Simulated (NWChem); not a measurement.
System: SiN2H6; SMILES N[SiH2]N

Output (shortened):

```
             Northwest Computational Chemistry Package (NWChem) 7.3.0
             --------------------------------------------------------

                             Geometry "geometry" -> ""
                             -------------------------

 Output coordinates in angstroms (scale by  1.889725989 to convert to a.u.)

  No.       Tag          Charge          X              Y              Z
 ---- ---------------- ---------- -------------- -------------- --------------
    1 Si                  14.0000     0.43948200    -0.00169700     0.07398500
    2 N                    7.0000    -0.65460000     1.33138600     0.07629800
    3 N                    7.0000    -0.47922500    -1.45563700    -0.04721000
    4 H                    1.0000     1.40936800    -0.10949300    -1.06723000
    5 H                    1.0000     1.24788000     0.21331000     1.32090500
    6 H                    1.0000    -1.29460500     1.48705300    -0.69387200
    7 H                    1.0000    -0.40450000     2.19672800     0.53912100
    8 H                    1.0000    -0.07844800    -2.28242400    -0.47274600
    9 H                    1.0000    -1.18774200    -1.68897500     0.63864200

 Effective nuclear repulsion energy (a.u.)     118.9493440197

                                 NWChem DFT Module
                                 -----------------

 Summary of "ao basis" -> "ao basis" (spherical)
 ------------------------------------------------------------------------------
       Tag                 Description            Shells   Functions and Types
 ---------------- ------------------------------  ------  ---------------------
 Si                         def2-svp                 8       18   4s3p1d
 N                          def2-svp                 6       14   3s2p1d
 H                          def2-svp                 3        5   2s1p

 in cosmo_initialize ...
 calling solv_data for solv:etoac

 solvent parameters
 solvname_short: etoac
 solvname_long:  ethyl acetate
 dielec:        5.9867
 dielecinf:     1.8832
 nonaqueous SMD model solvent descriptors
 dielec:        5.9867
 sola:          0.0000
 solb:          0.4500
 solc:          0.0000
 solg:         33.6700
 solh:          0.0000
 soln:          1.3723

          ---------------
          -cosmo- solvent
          ---------------
 Cosmo: York-Karplus, doi: 10.1021/jp992097l
 dielectric constant -eps-     =   5.99
 screen = (eps-1)/(eps    )    =   0.83296
 surface charge correction     = lagrangian

   van der Waals surface
 --------------------------

 ---------- ATOMIC COORDINATES (A.U.) ------------ VDWR(ANG.) --
     1    0.83050056   -0.00320687    0.13981138     2.470
     2   -1.23701463    2.51595473    0.14418231     1.890
     3   -0.90560394   -2.75075507   -0.08921396     1.890
     4    2.66331934   -0.20691177   -2.01677227     1.200
     5    2.35815127    0.40309745    2.49614851     1.200
     6   -2.44644871    2.81012270   -1.31122795     1.200
     7   -0.76439416    4.15121399    1.01879096     1.200
     8   -0.14824522   -4.31315595   -0.89336040     1.200
     9   -2.24450693   -3.19169995    1.20685838     1.200
 number of segments per atom =        128
 number of   points per atom =        128
 atom (   nspa,  nppa )
 ----------------------
    1 (     83,     0 )       0
    2 (     58,     0 )       0
    3 (     60,     0 )       0
    4 (     35,     0 )       0
    5 (     35,     0 )       0
    6 (     48,     0 )       0
    7 (     46,     0 )       0
    8 (     44,     0 )       0
    9 (     44,     0 )       0
 number of -cosmo- surface points =      453
 molecular surface =    102.292 angstrom**2
 molecular volume  =     82.743 angstrom**3
 -lineq- algorithm             =   0
 -bem- low  level              =   3
 -bem- from -octahedral-
 gaussian surface charge width =   4.50000
 degree of switching           =   1.00000
 switching function tolerance  =   0.00010
 atomic radii =
 --------------
    1 14.000  2.470
    2  7.000  1.890
    3  7.000  1.890
    4  1.000  1.200
    5  1.000  1.200
    6  1.000  1.200
    7  1.000  1.200
    8  1.000  1.200
    9  1.000  1.200
 ...... end of -cosmo- initialization ......

 nat:                     9
 ixmem:                  4523
 calling mnsol_interface()
 G(SMD-CDS) energy (kcal/mol)  =     1.450
 SMD-CDS SASA (angstrom**2)    =   124.574

            General Information
            -------------------
          SCF calculation type: DFT
          Wavefunction type:  closed shell.
          No. of atoms     :     9
          No. of electrons :    34
           Alpha electrons :    17
            Beta electrons :    17
          Charge           :     0
          Spin multiplicity:     1
          Use of symmetry is: off; symmetry adaption is: off
          Maximum number of iterations: 150
          AO basis - number of functions:    76
                     number of shells:    38
          Convergence on energy requested:  1.00D-06
          Convergence on density requested:  1.00D-05
          Convergence on gradient requested:  5.00D-04

              XC Information
              --------------
                         PBE0 Method XC Functional
                     Hartree-Fock (Exact) Exchange  0.250
          PerdewBurkeErnzerhof Exchange Functional  0.750
            Perdew 1991 LDA Correlation Functional  1.000 local
           PerdewBurkeErnz. Correlation Functional  1.000 non-local

             Grid Information
             ----------------
          Grid used for XC integration:  medium
          Radial quadrature: Mura-Knowles
          Angular quadrature: Lebedev.
          Tag              B.-S. Rad. Rad. Pts. Rad. Cut. Ang. Pts.
          ---              ---------- --------- --------- ---------
          Si                  1.10       88           8.0       590
          N                   0.65       49          10.0       434
          H                   0.35       45          12.0       434
          Grid pruning is: on
          Number of quadrature shells:   456
          Spatial weights used:  Erf1

      Superposition of Atomic Density Guess
      -------------------------------------

 Sum of atomic energies:        -400.22258156

      Non-variational initial energy
      ------------------------------

 Total energy =    -401.657221
 1-e energy   =    -786.533030
 2-e energy   =     265.926465
 HOMO         =      -0.330903
 LUMO         =       0.073443

   convergence    iter        energy       DeltaE   RMS-Dens  Diis-err
 ---------------- ----- ----------------- --------- --------- ---------
     COSMO gas phase
 d= 0,ls=0.0,diis     1   -402.1722978757 -5.21D+02  1.13D-02  4.50D-01
 d= 0,ls=0.0,diis     2   -402.1692564455  3.04D-03  6.52D-03  4.77D-01
 d= 0,ls=0.0,diis     3   -402.2207339361 -5.15D-02  1.11D-03  1.57D-02
 d= 0,ls=0.0,diis     4   -402.2225112353 -1.78D-03  9.06D-05  7.57D-05
 d= 0,ls=0.0,diis     5   -402.2225199430 -8.71D-06  1.62D-05  1.16D-06
 d= 0,ls=0.0,diis     6   -402.2225200819 -1.39D-07  3.92D-06  1.15D-07

   convergence    iter        energy       DeltaE   RMS-Dens  Diis-err
 ---------------- ----- ----------------- --------- --------- ---------
     COSMO solvation phase
 d= 0,ls=0.0,diis     1   -402.2271440220 -4.62D-03  1.02D-03  1.75D-03
 d= 0,ls=0.0,diis     2   -402.2276201838 -4.76D-04  2.75D-04  2.84D-04
 d= 0,ls=0.0,diis     3   -402.2276479046 -2.77D-05  1.03D-04  9.83D-05
 d= 0,ls=0.0,diis     4   -402.2276583890 -1.05D-05  3.36D-05  9.88D-06
 d= 0,ls=0.0,diis     5   -402.2276595362 -1.15D-06  7.35D-06  2.49D-07
 d= 0,ls=0.0,diis     6   -402.2276595714 -3.51D-08  1.25D-06  5.60D-09

         Total DFT energy =     -402.227659571366
      One electron energy =     -790.455589928521
           Coulomb energy =      305.937095301737
    Exchange-Corr. energy =      -36.786175126921
 Nuclear repulsion energy =      118.949344019673

             COSMO energy =        0.127666162665

 Numeric. integr. density =       34.000011316894

                                COSMO-SMD solvation results
                                ---------------------------

             internal energy in gas <Psi(g)|H|Psi(g)> =      -402.222520081888
         internal energy in solvent <Psi(s)|H|Psi(s)> =      -402.221948699548
                               delta internal energy  =         0.000571382340 (    0.36 kcal/mol)
   total free energy in solvent <Psi(s)|H+V/2|Psi(s)> =      -402.229969931692
 polarization energy contribution <Psi(s)|V/2|Psi(s)> =        -0.008021232144 (   -5.03 kcal/mol)
    total free energy in solvent including G(SMD-CDS) =      -402.227659571366
                       G(SMD-CDS) energy contribution =         0.002310360326 (    1.45 kcal/mol)
     1 M fixed-concentration free energy of solvation =        -0.005139489478 (   -3.23 kcal/mol)

                       DFT Final Molecular Orbital Analysis
                       ------------------------------------

 Vector   15  Occ=2.000000D+00  E=-3.445823D-01
              MO Center=  6.9D-01,  1.2D-02,  8.8D-02, r^2= 2.7D+00
   Bfn.  Coefficient  Atom+Function         Bfn.  Coefficient  Atom+Function
  ----- ------------  ---------------      ----- ------------  ---------------
    47     -0.279195  4 H  s                 52      0.278934  5 H  s
    10      0.274811  1 Si pz                13      0.209857  1 Si pz
    48     -0.162519  4 H  s                 53      0.162767  5 H  s
     7     -0.156822  1 Si pz                22      0.152877  2 N  px
    36     -0.152957  3 N  px                25     -0.096337  2 N  px

 Vector   16  Occ=2.000000D+00  E=-2.651357D-01
              MO Center= -4.7D-01, -5.6D-02,  2.2D-02, r^2= 2.9D+00
   Bfn.  Coefficient  Atom+Function         Bfn.  Coefficient  Atom+Function
  ----- ------------  ---------------      ----- ------------  ---------------
    38      0.293532  3 N  pz                22      0.287334  2 N  px
    41     -0.264458  3 N  pz                24     -0.260042  2 N  pz
    36      0.260004  3 N  px                25     -0.246974  2 N  px
    27      0.235580  2 N  pz                39     -0.223349  3 N  px
    53      0.122202  5 H  s                 48      0.120821  4 H  s

 Vector   17  Occ=2.000000D+00  E=-2.583802D-01
              MO Center= -1.9D-01, -3.9D-02,  3.6D-02, r^2= 3.2D+00
   Bfn.  Coefficient  Atom+Function         Bfn.  Coefficient  Atom+Function
  ----- ------------  ---------------      ----- ------------  ---------------
    38      0.270578  3 N  pz                24      0.246280  2 N  pz
    41     -0.221116  3 N  pz                22     -0.207374  2 N  px
    48     -0.204841  4 H  s                 53      0.204669  5 H  s
    27     -0.198788  2 N  pz                36      0.192891  3 N  px
    25      0.189596  2 N  px                39     -0.177041  3 N  px

 Vector   18  Occ=0.000000D+00  E= 6.658578D-02
              MO Center=  3.8D-01,  8.1D-03,  6.9D-02, r^2= 5.2D+00
   Bfn.  Coefficient  Atom+Function         Bfn.  Coefficient  Atom+Function
  ----- ------------  ---------------      ----- ------------  ---------------
    12      1.076300  1 Si py                21     -0.940731  2 N  s
    35      0.925196  3 N  s                 58      0.333449  6 H  s
    63      0.327521  7 H  s                 73     -0.327584  9 H  s
    68     -0.319619  8 H  s                 25     -0.207427  2 N  px
    39      0.197070  3 N  px                 9      0.174410  1 Si py

 Vector   19  Occ=0.000000D+00  E= 6.898295D-02
              MO Center= -4.7D-01, -7.1D-02,  1.8D-02, r^2= 6.0D+00
   Bfn.  Coefficient  Atom+Function         Bfn.  Coefficient  Atom+Function
  ----- ------------  ---------------      ----- ------------  ---------------
    35      1.069164  3 N  s                 21      1.054565  2 N  s
    11      0.850925  1 Si px                68     -0.541189  8 H  s
    63     -0.534658  7 H  s                 73     -0.446831  9 H  s
    58     -0.444190  6 H  s                  4     -0.345472  1 Si s
    48     -0.257581  4 H  s                 53     -0.257745  5 H  s

 Vector   20  Occ=0.000000D+00  E= 1.148185D-01
              MO Center=  6.9D-01,  1.5D-02,  9.3D-02, r^2= 5.3D+00
   Bfn.  Coefficient  Atom+Function         Bfn.  Coefficient  Atom+Function
  ----- ------------  ---------------      ----- ------------  ---------------
    53     -1.274649  5 H  s                 48     -1.260677  4 H  s
    11      1.217983  1 Si px                 4      1.181251  1 Si s
     3      0.554639  1 Si s                 58      0.534294  6 H  s
    73      0.533764  9 H  s                 21     -0.278756  2 N  s
    35     -0.276637  3 N  s                  2      0.236665  1 Si s

     Multipole analysis of the density
     ---------------------------------

     L   x y z        total         alpha         beta         nuclear
     -   - - -        -----         -----         ----         -------
     0   0 0 0     -0.000000    -17.000000    -17.000000     34.000000

     1   1 0 0     -0.393216      1.780115      1.780115     -3.953447
     1   0 1 0     -0.022988      1.006422      1.006422     -2.035832
     1   0 0 1     -0.028634     -1.435605     -1.435605      2.842575

     2   2 0 0    -20.867155    -35.629501    -35.629501     50.391847
     2   1 1 0     -0.320141      2.955343      2.955343     -6.230828
     2   1 0 1     -0.007014     -0.658688     -0.658688      1.310362
     2   0 2 0    -14.455882    -82.928864    -82.928864    151.401845
     2   0 1 1     -0.462327     -3.341225     -3.341225      6.220122
     2   0 0 2    -20.899926    -18.342401    -18.342401     15.784876
```

Level: PBE0/def2-SVP, SMD on the gas-phase geometry. Coordinates come from a PBE0/def2-SVP optimisation. Solvent: ethyl acetate.

Problem. Write an input that gives this output.

Solution. One answer among several that fit: the input that was run:
```
start job
memory heap 200 mb stack 900 mb global 1100 mb
geometry units angstroms noautosym nocenter noautoz
  Si     0.439482    -0.001697     0.073985
  N     -0.654600     1.331386     0.076298
  N     -0.479225    -1.455637    -0.047210
  H      1.409368    -0.109493    -1.067230
  H      1.247880     0.213310     1.320905
  H     -1.294605     1.487053    -0.693872
  H     -0.404500     2.196728     0.539121
  H     -0.078448    -2.282424    -0.472746
  H     -1.187742    -1.688975     0.638642
end
basis spherical
  * library def2-svp
end
dft
  xc pbe0
  iterations 150
end
cosmo
  do_cosmo_smd true
  solvent etoac
end
task dft energy
```
